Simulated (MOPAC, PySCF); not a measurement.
[6]prismane cage Si12H12 `[SiH]12[SiH]3[SiH]4[SiH]1[SiH]1[SiH]4[SiH]4[SiH]5[SiH]3[SiH]2[SiH]5[SiH]14`, neutral singlet in the gas phase. The geometry has D6h symmetry (within 0.05 Å) and had no frequency check at the DFT level, so a distortion to lower symmetry isn't ruled out.

Cartesian coordinates (Å):
```xyz
24

Si    -1.1918     2.0628     1.1992
Si    -1.1944     2.0634    -1.1959
Si     1.1887     2.0649    -1.1982
Si     1.1913     2.0646     1.1969
Si     2.3842     0.0015     1.1954
Si     2.3818     0.0019    -1.1997
Si     1.1918    -2.0629    -1.1992
Si    -1.1913    -2.0645    -1.1969
Si    -2.3842    -0.0015    -1.1953
Si    -2.3819    -0.0019     1.1997
Si    -1.1887    -2.0649     1.1982
Si     1.1945    -2.0634     1.1959
H     -1.8168     3.1448     2.0234
H     -1.8210     3.1459    -2.0182
H      1.8121     3.1482    -2.0220
H      1.8165     3.1474     2.0198
H      3.6353     0.0022     2.0172
H      3.6314     0.0032    -2.0238
H      1.8167    -3.1450    -2.0233
H     -1.8163    -3.1475    -2.0199
H     -3.6354    -0.0024    -2.0170
H     -3.6315    -0.0029     2.0238
H     -1.8122    -3.1482     2.0219
H      1.8211    -3.1458     2.0183
```
Charge 0, spin multiplicity 1.

All levels are single points at this geometry (B3LYP-D3(BJ)/def2-SVP); Pople sets use spherical d functions. Orbital energies aren't observables, and empty levels follow the basis.

| level | HOMO (eV) | LUMO (eV) | gap (eV) | dipole (D) | vertical IE, Delta-SCF (eV) |
|---|---|---|---|---|---|
| CAM-B3LYP-D3(BJ)/def2-SVP in PySCF | -7.38 | -0.74 | 6.65 | 0.00 | 7.82 |
| PBE-D3(BJ)/def2-SVP in PySCF | -5.52 | -2.58 | 2.93 | 0.00 | – |
| PBE0-D3(BJ)/def2-SVP in PySCF | -6.41 | -1.94 | 4.47 | 0.00 | 7.67 |
| B3LYP/6-31G* in PySCF | -6.06 | -1.79 | 4.28 | 0.00 | 7.45 |
| PBE/6-31G* in PySCF | -5.45 | -2.40 | 3.05 | 0.00 | – |
| HF/6-31G* in PySCF | -8.18 | 1.11 | 9.29 | 0.00 | 7.61 |
| AM1 in MOPAC | -9.64 | -1.83 | 7.81 | 0.00 | – |
| PM3 in MOPAC | -8.58 | -2.68 | 5.91 | 0.00 | – |
| PM6 in MOPAC | -8.08 | -2.21 | 5.87 | 0.00 | – |
| PM7 in MOPAC | -9.33 | -1.24 | 8.09 | 0.00 | – |
